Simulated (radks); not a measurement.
Results of a calculation; reference values are marked as such.
Ionisation ladder of gadolinium, from Gd XXII to Gd XXV. Each ion is in the ground configuration listed by NIST, and IE = E(next ion) - E(this ion). Level of theory: Dirac Kohn-Sham, PBE, spin-unpolarised, spherical densities, point nucleus; open shells fill j = l - 1/2 first (a radial shooting solver on a logarithmic mesh with Libxc functionals).

| species | configuration | IE, Delta-SCF (eV) | -e(HOMO) (eV) | HOMO | <r> HOMO (bohr) |
|---|---|---|---|---|---|
| Gd XXII | [Kr] 4d7 | 681.44 | 661.74 | 4d5/2 | 0.566 |
| Gd XXIII | [Kr] 4d6 | ? | 701.23 | 4d5/2 | 0.560 |
| Gd XXIV | [Kr] 4d5 | ? | 741.35 | 4d5/2 | 0.554 |
| Gd XXV | [Kr] 4d4 | 811.01 | 790.18 | 4d3/2 | 0.542 |

Estimate the withheld Delta-SCF values.

Answer. Gd XXIII: 721.24 eV (NIST 719); Gd XXIV: 761.67 eV (NIST 761).

Beside tabulated values, note that spin-unpolarised runs miss the spin-polarisation part of the exchange energy of open shells.
